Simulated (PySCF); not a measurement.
H5B3N3, charge +2, quartet, at a GFN2-xTB geometry of the parent state (a state made from the parent by changing its charge; the spin is typed, not shown lowest); PBE/STO-3G (PySCF).

PySCF was given this input:
```python
from pyscf import gto, scf, dft

mol = gto.M(
    atom='''
B    -0.411712    1.193208   -0.107810
N    -1.445184    0.375630    0.100259
B    -0.970047   -1.012435    0.226063
N     0.419837   -1.216758    0.109937
B     1.397459   -0.226275   -0.114142
N     0.915487    1.159520   -0.238964
H    -2.434042    0.560970    0.177860
H    -1.747802   -1.855071    0.411192
H     0.749051   -2.170872    0.196144
H     2.537029   -0.432238   -0.204527
H     1.586284    1.895970   -0.399851
''',
    basis='sto-3g',
    charge=2,
    spin=3,
    verbose=4,
)

mf = dft.ROKS(mol)
mf.xc = 'pbe'
mf.kernel()
```

Question: What does PySCF print? Leave out banner, timings and long lists.

Answer: 
```
PySCF version 2.14.0

[INPUT] verbose = 4
[INPUT] num. atoms = 11
[INPUT] num. electrons = 39
[INPUT] charge = 2
[INPUT] spin (= nelec alpha-beta = 2S) = 3
[INPUT] symmetry False subgroup None
[INPUT] Mole.unit = angstrom
[INPUT] Symbol           X                Y                Z      unit          X                Y                Z       unit  Magmom
[...]
nuclear repulsion = 192.00505918862
number of shells = 23
number of NR pGTOs = 105
number of NR cGTOs = 35
basis = sto-3g
ecp = {}

******** <class 'pyscf.dft.roks.ROKS'> ********
method = ROKS
initial guess = minao
damping factor = 0
level_shift factor = 0
DIIS = <class 'pyscf.scf.diis.CDIIS'>
diis_start_cycle = 1
diis_space = 8
diis_damp = 0
SCF conv_tol = 1e-09
SCF conv_tol_grad = None
SCF max_cycles = 50
direct_scf = True
direct_scf_tol = 1e-13
num. doubly occ = 18  num. singly occ = 3
XC library pyscf.dft.libxc version 7.1.2
    S. Lehtola, C. Steigemann, M. J. T. Oliveira, and M. A. L. Marques,  SoftwareX 7, 1–5 (2018)
XC functionals = pbe
    J. P. Perdew, K. Burke, and M. Ernzerhof,  Phys. Rev. Lett. 77, 3865 (1996)
    J. P. Perdew, K. Burke, and M. Ernzerhof,  Phys. Rev. Lett. 78, 1396 (1997)
    J. P. Perdew, K. Burke, and M. Ernzerhof,  Phys. Rev. Lett. 77, 3865 (1996)
    J. P. Perdew, K. Burke, and M. Ernzerhof,  Phys. Rev. Lett. 78, 1396 (1997)
radial grids:
    Treutler-Ahlrichs [JCP 102, 346 (1995); DOI:10.1063/1.469408] (M4) radial grids

becke partition: Becke, JCP 88, 2547 (1988); DOI:10.1063/1.454033
pruning grids: <function nwchem_prune>
grids dens level: 3
symmetrized grids: False
atomic radii adjust function: <function treutler_atomic_radii_adjust>
small_rho_cutoff = 0
Set gradient conv threshold to 3.16228e-05
tot grids = 132888
init E= -239.458145490126
[...]
cycle= 1 E= -237.620857079479  delta_E= 1.84  |g|= 0.268  |ddm|= 3.34
[...]
cycle= 2 E= -237.21762136386  delta_E= 0.403  |g|= 0.73  |ddm|= 2.46

WARN: HOMO -0.445038659480698 >= LUMO -0.452944708799082

cycle= 3 E= -237.633604730643  delta_E= -0.416  |g|= 0.257  |ddm|= 2.41
[...]
cycle= 4 E= -237.47533577673  delta_E= 0.158  |g|= 0.503  |ddm|= 1.22
[...]
cycle= 5 E= -237.445825084121  delta_E= 0.0295  |g|= 0.422  |ddm|= 2.11

WARN: HOMO -0.43243463814162 >= LUMO -0.438673800147057

cycle= 6 E= -237.647859565306  delta_E= -0.202  |g|= 0.14  |ddm|= 1.75

WARN: HOMO -0.430606716097993 >= LUMO -0.443763126296837

cycle= 7 E= -237.650409177558  delta_E= -0.00255  |g|= 0.113  |ddm|= 0.0369

[...]

WARN: HOMO -0.428649041695924 >= LUMO -0.45018038489548

cycle= 32 E= -237.653343649085  delta_E= 0.000798  |g|= 0.0174  |ddm|= 0.655

WARN: HOMO -0.428989255979026 >= LUMO -0.450543544898221

cycle= 33 E= -237.653708263451  delta_E= -0.000365  |g|= 0.0623  |ddm|= 0.556

WARN: HOMO -0.428267205509849 >= LUMO -0.450133996706878

cycle= 34 E= -237.65383476834  delta_E= -0.000127  |g|= 0.0556  |ddm|= 0.345

WARN: HOMO -0.428250234475698 >= LUMO -0.45007156278665

cycle= 35 E= -237.654064329705  delta_E= -0.00023  |g|= 0.0575  |ddm|= 0.192

WARN: HOMO -0.428345340820072 >= LUMO -0.450142447425046

cycle= 36 E= -237.654070612378  delta_E= -6.28e-06  |g|= 0.055  |ddm|= 0.0756

WARN: HOMO -0.428789116504938 >= LUMO -0.449996193384467

cycle= 37 E= -237.653958411334  delta_E= 0.000112  |g|= 0.0536  |ddm|= 0.194

WARN: HOMO -0.431128315095333 >= LUMO -0.449382409094503

cycle= 38 E= -237.647380149596  delta_E= 0.00658  |g|= 0.0885  |ddm|= 0.499

WARN: HOMO -0.431196280770218 >= LUMO -0.449823821716681

cycle= 39 E= -237.639407819142  delta_E= 0.00797  |g|= 0.129  |ddm|= 0.21

WARN: HOMO -0.429881279221204 >= LUMO -0.450289324720117

cycle= 40 E= -237.642109563378  delta_E= -0.0027  |g|= 0.11  |ddm|= 0.414

WARN: HOMO -0.432520759828526 >= LUMO -0.449547960691544

cycle= 41 E= -237.596151552259  delta_E= 0.046  |g|= 0.26  |ddm|= 0.749

WARN: HOMO -0.431838865668401 >= LUMO -0.44975925040401

cycle= 42 E= -237.591422819772  delta_E= 0.00473  |g|= 0.273  |ddm|= 0.0884

WARN: HOMO -0.424601196028385 >= LUMO -0.45360529032142

cycle= 43 E= -237.584628804546  delta_E= 0.00679  |g|= 0.288  |ddm|= 0.168

WARN: HOMO -0.420530341261942 >= LUMO -0.455107702026063

cycle= 44 E= -237.590972837115  delta_E= -0.00634  |g|= 0.279  |ddm|= 0.31
[...]
cycle= 45 E= -237.452457588072  delta_E= 0.139  |g|= 0.475  |ddm|= 1.85

WARN: HOMO -0.436299354940847 >= LUMO -0.446997586743513

cycle= 46 E= -237.652189090783  delta_E= -0.2  |g|= 0.0595  |ddm|= 1.97

WARN: HOMO -0.421861028523507 >= LUMO -0.454219144486927

cycle= 47 E= -237.654250624153  delta_E= -0.00206  |g|= 0.0504  |ddm|= 0.622

WARN: HOMO -0.431265546942964 >= LUMO -0.449132384989379

cycle= 48 E= -237.591970368303  delta_E= 0.0623  |g|= 0.279  |ddm|= 1.13
[...]
cycle= 49 E= -237.447582094547  delta_E= 0.144  |g|= 0.467  |ddm|= 1.79

WARN: HOMO -0.432081247724312 >= LUMO -0.448340365260586

cycle= 50 E= -237.592407876097  delta_E= -0.145  |g|= 0.274  |ddm|= 1.74
SCF not converged.
SCF energy = -237.592407876097
```

Convergence was not reached.
